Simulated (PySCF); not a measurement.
C2Hf, SMILES [C]1[C][Hf]1 (connectivity only; charge and spin as stated), neutral, multiplicity 1. Atoms are numbered in the order given.

```xyz
3

Hf     0.0000     0.0000     0.2860
C      0.0000     0.6307    -1.7163
C      0.0000    -0.6307    -1.7163
```
Charge 0, spin multiplicity 1.

Geometry: PBE0-D3(BJ)/def2-TZVP. The geometry has at least one imaginary mode, so it is a saddle point at that level. The spin state was assumed, not searched. The def2 effective core potentials stand for the cores of Hf; spin–orbit coupling is left out.

Level of theory: PBE/def2-TZVPD (PySCF).

Computed frontier levels, gap, dipole moment and polarisability:
```yaml
highest_occupied_level: -4.63 eV
lowest_empty_level: -4.14 eV
orbital_gap: 0.50 eV
dipole_moment: 3.31 D
quadrupole, principal values (traceless, Buckingham form, about the centre of nuclear charge): -1.62, -0.02, 1.64 D·Å
mean_static_polarisability: 106.3 bohr³ (15.75 Å³)
polarisability_principal_values: 99.5, 100.7, 118.6 bohr³
```
